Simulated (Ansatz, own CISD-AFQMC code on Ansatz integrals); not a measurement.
H4B2O, SMILES `BOB` (charge 0, multiplicity 1).

Cartesian coordinates (Å):
SMILES: BOB
```xyz
7

B     -1.2973    -0.2958     0.0270
O      0.0002    -0.0009     0.0005
B      1.2973     0.2957    -0.0271
H     -1.8152    -0.4978     1.0877
H     -1.8926    -0.3469    -1.0108
H      1.6216     1.4463     0.0435
H      2.0860    -0.6006    -0.1209
```
Charge 0, spin multiplicity 1.

Frozen-core correlation energies in cc-pVDZ at a geometry from PBE0-D3(BJ)/def2-TZVP, on an HF energy of -126.62134 Ha (<S^2> = 0.00). Wave-function levels are from Ansatz, the walk from an own CISD-AFQMC code on Ansatz integrals (time step 0.005/Ha, trial state from CCSD amplitudes, largest double 0.02).

```json
[
 {"level": "MP2", "correlation energy (mHa)": "-352.9"},
 {"level": "CCSD", "correlation energy (mHa)": "-386.7"},
 {"level": "CCSD(T)", "correlation energy (mHa)": "-396.3"},
 {"level": "CCSDT(Q)", "correlation energy (mHa)": "-397.8"}
]
```

Q: What correlation energy does phaseless AFQMC give, and where does it lie among these levels?

A: -397.4 ± 0.3 mHa (one standard error). AFQMC minus each level: MP2 -44.5 mHa, CCSD -10.7 mHa, CCSD(T) -1.1 mHa, CCSDT(Q) +0.4 mHa.
